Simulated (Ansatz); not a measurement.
A relaxation, step by step

AlH3Cl2O2, singlet, PBE0-D4/def2-TZVP (Ansatz 0.2.0). Settings:

```yaml
hamiltonian: {xc: pbe0, dispersion: d4}
relax: {f_tol: 0.005, max_steps: 200}
```

Start, a step off a saddle point along its unstable mode:

```tsv
atom	x (Å)	y (Å)	z (Å)
Al1	-0.4615	-0.9755	0.2865
H2	-1.7454	0.0425	0.1118
Cl3	0.0262	-2.0768	-1.4341
Cl4	-0.2564	-1.8125	2.1867
H5	-0.6261	0.9336	-0.0695
O6	0.2358	0.8101	0.1803
O7	1.1799	1.1661	-0.8367
H8	1.6473	1.9125	-0.4249
```

```csv
step,energy less the last (meV),largest force component (eV/Å)
1,980.6,5.985
3,436.1,1.258
5,293.2,0.347
7,220.9,0.243
9,193.1,0.142
11,180.1,0.484
13,166.3,0.553
15,151.3,1.163
17,123.2,0.560
19,96.4,0.112
21 (rejected trial),89.5,1.119
23,70.2,0.312
25,48.6,0.925
27,2.7,0.122
29 (rejected trial),2.0,0.166
31,0.0,0.002
```

Step 5, positions (Å) and forces (eV/Å):

| atom | x | y | z | Fx | Fy | Fz |
| --- | --- | --- | --- | --- | --- | --- |
| Al1 | -0.669 | -1.005 | 0.281 | 0.097 | 0.227 | 0.053 |
| H2 | -2.089 | -0.267 | 0.184 | 0.129 | -0.259 | 0.136 |
| Cl3 | 0.057 | -1.974 | -1.437 | -0.066 | -0.077 | -0.006 |
| Cl4 | 0.154 | -1.632 | 2.125 | -0.145 | 0.033 | -0.146 |
| H5 | -0.622 | 1.329 | -0.342 | 0.347 | -0.020 | 0.081 |
| O6 | 0.117 | 0.854 | 0.089 | -0.331 | 0.114 | -0.199 |
| O7 | 1.241 | 1.093 | -0.750 | 0.102 | 0.123 | 0.172 |
| H8 | 1.812 | 1.601 | -0.149 | -0.133 | -0.141 | -0.090 |

Step 19, positions (Å) and forces (eV/Å):

| atom | x | y | z | Fx | Fy | Fz |
| --- | --- | --- | --- | --- | --- | --- |
| Al1 | -0.681 | -0.816 | 0.239 | -0.017 | 0.000 | -0.011 |
| H2 | -2.181 | -0.595 | 0.643 | 0.015 | -0.009 | 0.001 |
| Cl3 | -0.251 | -1.849 | -1.554 | -0.012 | 0.029 | 0.019 |
| Cl4 | 0.798 | -1.031 | 1.767 | -0.002 | 0.030 | -0.029 |
| H5 | -0.315 | 1.236 | -1.200 | 0.031 | -0.064 | 0.111 |
| O6 | -0.142 | 1.041 | -0.264 | 0.072 | 0.030 | -0.112 |
| O7 | 1.267 | 1.310 | -0.183 | -0.087 | -0.003 | 0.043 |
| H8 | 1.506 | 0.703 | 0.551 | 0.000 | -0.014 | -0.022 |

Step 25, positions (Å) and forces (eV/Å):

| atom | x | y | z | Fx | Fy | Fz |
| --- | --- | --- | --- | --- | --- | --- |
| Al1 | -0.724 | -0.789 | 0.240 | 0.036 | 0.029 | 0.002 |
| H2 | -2.147 | -0.588 | 0.869 | 0.055 | 0.007 | -0.032 |
| Cl3 | -0.510 | -1.764 | -1.634 | -0.061 | 0.032 | -0.002 |
| Cl4 | 0.932 | -1.112 | 1.560 | -0.017 | 0.028 | 0.012 |
| H5 | 0.124 | 0.853 | -1.407 | -0.175 | 0.120 | 0.925 |
| O6 | -0.114 | 0.990 | -0.452 | 0.562 | -0.057 | -0.747 |
| O7 | 1.081 | 1.568 | 0.107 | -0.395 | -0.256 | -0.034 |
| H8 | 1.358 | 0.842 | 0.718 | -0.006 | 0.096 | -0.123 |

Last step (31):

```
atom    x (Å)    y (Å)    z (Å)
 Al1  -0.7147  -0.8014   0.2090
  H2  -2.0548  -0.4963   0.9554
 Cl3  -0.7179  -1.7986  -1.6598
 Cl4   1.0207  -1.1613   1.4186
  H5   0.4297   0.7398  -1.3971
  O6  -0.0436   0.8901  -0.5624
  O7   0.8406   1.6633   0.2352
  H8   1.2399   0.9643   0.8011
```

Hardware: 4 CPU threads of an Intel Xeon, shared host. Wall time about 3.5 min.
